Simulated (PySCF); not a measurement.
Record of a relaxation.

Species: C3H2BrClO.
SMILES with atom numbers: `[O:1]=[CH:2]/[C:3]([Br:4])=[CH:5]\[Cl:6]` (hydrogens: H7 on C2; H8 on C5)

Method: PBE0-D3(BJ)/def2-SVP geometry optimisation, gas phase (PySCF 2.14.0); density fitting, grid level 1; the optimiser is geomeTRIC in internal coordinates, started from a GFN2-xTB structure with every atom displaced at random (about 0.01 Å). The frame can shift and turn from step to step; on so coarse a grid that alone can change the energy by a few meV, and forces under 0.02 eV/Å are noise.

Step 0: E = -87724.0774 eV, largest atomic force 1.759 eV/Å
```
atom  x, y, z in Å  |  force x, y, z in eV/Å
O1     -1.674   -1.026   -0.453   -0.231   0.388   0.157
C2     -1.303    0.026    0.012   -0.179  -0.712  -0.260
C3      0.100    0.379    0.162    1.734   0.269   0.110
Br4     0.481    2.080    0.945   -0.227  -0.316  -0.152
C5      1.174   -0.377   -0.188   -0.299   0.807   0.373
Cl6     1.043   -1.898   -0.884    0.202  -0.603  -0.280
H7     -1.972    0.815    0.377   -0.633   0.289   0.114
H8      2.206   -0.018   -0.025   -0.368  -0.122  -0.061
```

Step 1: E = -87724.0861 eV, largest atomic force 0.746 eV/Å
```
atom  x, y, z in Å  |  force x, y, z in eV/Å
O1     -1.658   -1.208    0.237    0.182   0.218  -0.048
C2     -1.271   -0.072    0.322   -0.071  -0.380   0.292
C3      0.149    0.365    0.168   -0.514   0.160  -0.517
Br4     0.355    2.217    0.440    0.204   0.170   0.143
C5      1.165   -0.323   -0.378    0.151  -0.282  -0.013
Cl6     1.130   -1.978   -0.810   -0.089   0.205   0.111
H7     -1.971    0.779    0.533    0.099  -0.082  -0.048
H8      2.113    0.167   -0.611    0.037  -0.009   0.079
```

Step 2: E = -87724.0980 eV, largest atomic force 0.618 eV/Å
```
atom  x, y, z in Å  |  force x, y, z in eV/Å
O1     -1.598   -1.232    0.222   -0.108   0.071  -0.005
C2     -1.266   -0.082    0.317    0.165  -0.037   0.291
C3      0.141    0.389    0.167   -0.229   0.264  -0.509
Br4     0.404    2.239    0.441   -0.030   0.023   0.150
C5      1.154   -0.307   -0.377    0.001  -0.334   0.042
Cl6     1.058   -1.962   -0.784    0.145   0.070  -0.009
H7     -1.994    0.741    0.526    0.035  -0.036  -0.026
H8      2.113    0.161   -0.612    0.021  -0.021   0.067
```

Step 3: E = -87724.1197 eV, largest atomic force 0.367 eV/Å
```
atom  x, y, z in Å  |  force x, y, z in eV/Å
O1     -1.638   -1.222    0.249    0.168  -0.127  -0.027
C2     -1.277   -0.080    0.322   -0.097   0.354   0.012
C3      0.113    0.403    0.093    0.064  -0.256  -0.190
Br4     0.426    2.234    0.462   -0.134  -0.142  -0.018
C5      1.137   -0.316   -0.407    0.213   0.033   0.150
Cl6     1.134   -1.977   -0.785   -0.187   0.079   0.007
H7     -1.990    0.749    0.548   -0.028   0.030   0.081
H8      2.106    0.157   -0.582    0.001   0.028  -0.017
```

Step 4: E = -87724.1167 eV, largest atomic force 0.515 eV/Å
```
atom  x, y, z in Å  |  force x, y, z in eV/Å
O1     -1.607   -1.207    0.260   -0.224  -0.006   0.059
C2     -1.274   -0.055    0.319    0.190  -0.409  -0.247
C3      0.116    0.396    0.042   -0.009   0.222   0.145
Br4     0.354    2.217    0.476    0.223   0.142  -0.095
C5      1.157   -0.324   -0.419   -0.151   0.065   0.168
Cl6     1.106   -1.984   -0.789   -0.025   0.001  -0.050
H7     -1.980    0.773    0.574    0.026  -0.047   0.043
H8      2.140    0.132   -0.563   -0.030   0.032  -0.022
```

Step 5: E = -87724.1328 eV, largest atomic force 0.119 eV/Å
```
atom  x, y, z in Å  |  force x, y, z in eV/Å
O1     -1.625   -1.219    0.259    0.090   0.017  -0.043
C2     -1.269   -0.074    0.313   -0.118   0.006   0.015
C3      0.117    0.404    0.055    0.015   0.005   0.046
Br4     0.386    2.228    0.458    0.025   0.025  -0.043
C5      1.155   -0.315   -0.407   -0.046  -0.040   0.058
Cl6     1.085   -1.971   -0.791    0.033  -0.019  -0.038
H7     -1.975    0.753    0.571    0.010   0.007   0.022
H8      2.137    0.141   -0.560   -0.008  -0.001  -0.017
```

Step 6: E = -87724.1303 eV, largest atomic force 0.198 eV/Å
```
atom  x, y, z in Å  |  force x, y, z in eV/Å
O1     -1.601   -1.219    0.240   -0.148  -0.006   0.007
C2     -1.278   -0.066    0.320    0.197   0.021   0.009
C3      0.111    0.409    0.077   -0.067  -0.021  -0.049
Br4     0.426    2.238    0.430   -0.074  -0.021   0.019
C5      1.137   -0.325   -0.391    0.177   0.010  -0.059
Cl6     1.099   -1.976   -0.805   -0.089   0.038   0.049
H7     -1.996    0.749    0.585   -0.009  -0.022   0.012
H8      2.113    0.138   -0.556    0.013   0.002   0.013
```

Step 7: E = -87724.1354 eV, largest atomic force 0.044 eV/Å
```
atom  x, y, z in Å  |  force x, y, z in eV/Å
O1     -1.615   -1.217    0.242   -0.030   0.002  -0.010
C2     -1.272   -0.069    0.319    0.042   0.001   0.016
C3      0.117    0.405    0.073   -0.011   0.007  -0.038
Br4     0.403    2.236    0.435   -0.011  -0.011   0.002
C5      1.149   -0.322   -0.394    0.011   0.003  -0.012
Cl6     1.086   -1.974   -0.799   -0.006   0.004   0.015
H7     -1.982    0.752    0.585    0.002  -0.003   0.016
H8      2.127    0.137   -0.560    0.003  -0.003   0.011
```

Step 8: E = -87724.1363 eV, largest atomic force 0.022 eV/Å
```
atom  x, y, z in Å  |  force x, y, z in eV/Å
O1     -1.624   -1.212    0.234    0.003   0.001  -0.018
C2     -1.271   -0.067    0.318   -0.006   0.003   0.020
C3      0.117    0.405    0.064   -0.011   0.000  -0.017
Br4     0.401    2.235    0.433    0.000   0.006  -0.009
C5      1.149   -0.323   -0.400    0.013  -0.007   0.016
Cl6     1.085   -1.978   -0.790   -0.004  -0.001  -0.002
H7     -1.974    0.754    0.601    0.003   0.001   0.013
H8      2.128    0.134   -0.561    0.001  -0.002  -0.003
```

Step 9: E = -87724.1372 eV, largest atomic force 0.031 eV/Å
```
atom  x, y, z in Å  |  force x, y, z in eV/Å
O1     -1.633   -1.204    0.216    0.019   0.000  -0.008
C2     -1.270   -0.064    0.321   -0.031   0.002  -0.005
C3      0.117    0.406    0.057    0.002  -0.002   0.006
Br4     0.403    2.236    0.420    0.009   0.009  -0.011
C5      1.149   -0.326   -0.401   -0.006  -0.002   0.016
Cl6     1.080   -1.983   -0.781    0.003  -0.006  -0.006
H7     -1.964    0.756    0.630    0.006   0.001   0.014
H8      2.130    0.127   -0.563   -0.001  -0.002  -0.006
```

Step 10: E = -87724.1379 eV, largest atomic force 0.025 eV/Å
```
atom  x, y, z in Å  |  force x, y, z in eV/Å
O1     -1.644   -1.191    0.191    0.010   0.004  -0.010
C2     -1.270   -0.058    0.324   -0.014  -0.009   0.018
C3      0.117    0.407    0.050    0.009   0.000   0.005
Br4     0.410    2.239    0.399    0.006   0.004  -0.008
C5      1.146   -0.332   -0.403   -0.015   0.005   0.009
Cl6     1.073   -1.992   -0.768    0.004  -0.007  -0.006
H7     -1.949    0.757    0.675    0.001   0.003  -0.004
H8      2.129    0.116   -0.568   -0.002  -0.002  -0.005
```

Step 11: E = -87724.1381 eV, largest atomic force 0.028 eV/Å
```
atom  x, y, z in Å  |  force x, y, z in eV/Å
O1     -1.649   -1.185    0.181    0.006   0.000   0.010
C2     -1.269   -0.055    0.329   -0.012   0.007  -0.024
C3      0.117    0.408    0.050    0.006  -0.003   0.010
Br4     0.416    2.241    0.388    0.000   0.000   0.000
C5      1.144   -0.335   -0.404   -0.002   0.000   0.001
Cl6     1.068   -1.996   -0.764    0.001  -0.002  -0.001
H7     -1.944    0.759    0.692    0.003  -0.001   0.009
H8      2.127    0.111   -0.573   -0.001  -0.001  -0.004
```

Step 12: E = -87724.1381 eV, largest atomic force under 0.02 eV/Å
```
atom  x, y, z in Å  |  force x, y, z in eV/Å
O1     -1.649   -1.184    0.182   -0.001   0.001   0.002
C2     -1.269   -0.054    0.329    0.001   0.000   0.001
C3      0.118    0.408    0.050    0.001   0.001   0.001
Br4     0.418    2.241    0.387    0.000  -0.001   0.000
C5      1.143   -0.336   -0.404   -0.001   0.000  -0.003
Cl6     1.067   -1.997   -0.764   -0.001   0.000   0.000
H7     -1.943    0.760    0.694    0.000   0.001  -0.001
H8      2.126    0.110   -0.575    0.000  -0.001  -0.001
```

Task: Summarise the path.

Result: The energy falls by 1.40 kcal/mol from step 0 to step 12; nine tenths of that is first reached at step 5. It rises by more than 0.2 meV at steps 4 and 6. The largest force goes from 1.759 to under 0.02 eV/Å. Among the bonds C2–C3 changes most, from 1.454 to 1.488 Å; the atoms move by 0.033 Å rms after alignment.

The cost below is that of the whole optimisation. Time: 72 s of wall time; peak memory 0.49 GiB. Hardware: an Arm Neoverse V1 with one thread, shared host with 64 logical CPUs at a one-minute load of 27.
